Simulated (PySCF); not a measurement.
**Static response to an electric field**

C4H8FPSi.
Geometry (PBE0-D3(BJ)/def2-SVP, Å), atoms numbered from 1 in this order:
```xyz
15
C4H8FPSi angstrom
C     -0.5454    1.0694    0.9830
Si    -0.7121    0.0669   -0.5992
C     -1.7955   -1.4541   -0.3588
P      1.3673   -0.6422   -1.3039
C      2.4932    0.7397   -0.6592
C      2.3605   -0.2460    0.1714
F      2.7412   -0.6774    1.3433
H     -1.5303    1.4144    1.3352
H      0.0914    1.9525    0.8220
H     -0.0866    0.4629    1.7798
H     -1.2961    0.9198   -1.6875
H     -1.3853   -2.1039    0.4303
H     -1.8573   -2.0442   -1.2862
H     -2.8191   -1.1684   -0.0693
H      2.9501    1.6934   -0.9083
```

Level: wB97X-D/def2-SVPD (PySCF), static field, nuclei fixed, core orbitals frozen in the response. The polarisability tensor in these axes (au):

```
x   113.59   5.69   0.69
y     5.69  92.31   4.05
z     0.69   4.05  91.45
```

Q: What are the eigenvalues, a third of the trace, and Δα (Δα² = ½Σ(αi − αj)² over the three pairs)?

A: Principal values 87.35, 94.86 and 115.13 au; mean 99.12 au = 14.69 Å³ = 16.34 × 10⁻⁴⁰ C²·m²/J; Δα = 24.89 au (25 % of the mean).

Q: What is the dipole moment, and where does it point?

A: (-0.80, 1.13, 0.44) D, 1.45 D in size, pointing from the negative to the positive side. Measured along this direction, the outermost atoms are P4 and F7 at the negative end and H8 at the positive end.

Q: What are the principal values of the traceless quadrupole moment, Θ = ½Σq(3rr − r²1), about the centre of nuclear charge?

A: -5.05, -3.33, 8.39 D·Å. The values depend on the origin, since the dipole doesn't vanish. The electronic extent ⟨r²⟩ about the same centre is 1227 bohr², a root-mean-square distance of 2.22 Å for the 70 electrons.

Q: Sum over states: ᾱ = Σ f/ω², ω in Eh. What share falls to these 10 lowest TDDFT singlets (eV, f)? 4.14, 0.0019; 4.93, 0.0075; 5.60, 0.0136; 6.15, 0.0524; 6.58, 0.0316; 6.77, 0.1171; 6.86, 0.0366; 7.10, 0.0150; 7.12, 0.1060; 7.25, 0.0139.

A: They add up to 6.63 au, 6.7 % of the 99.12 au; the largest single term is 1.89 au, from the state at 6.77 eV. Terms in order: 0.08, 0.23, 0.32, 1.03, 0.54, 1.89, 0.58, 0.22, 1.55, 0.20 au. Higher excitations give the rest. The strengths listed sum to 0.396.

Q: Rayleigh depolarisation ratio (linearly polarised light, static tensor)?

A: ρ = 3Δα²/(45ᾱ² + 4Δα²) = 1859.0/(442073 + 2478.7) = 0.00418.

Q: What would n − 1 = 2πNα be for an ideal gas of these molecules at 298.15 K and 1 atm, electronic part alone?

A: N = p/kT = 2.4615 × 10¹⁹ cm⁻³, so n − 1 = 2π × N × 14.69 × 10⁻²⁴ cm³ = 2272 × 10⁻⁶ at long wavelengths.

One conformer (not necessarily the lowest) at the PBE0-D3(BJ)/def2-SVP geometry, without solvent, vibrations or thermal averaging.

These values come from a run that also computed excited states and ΔSCF ions. On an Arm Neoverse V2 with one thread, no GPU, shared host with 96 logical CPUs at a one-minute load of 50, this took 82 s wall and 0.93 GiB of memory at its peak.

The pairwise dispersion term of wB97X-D wasn't added to the energies; at a given geometry it leaves orbitals and properties as they are.
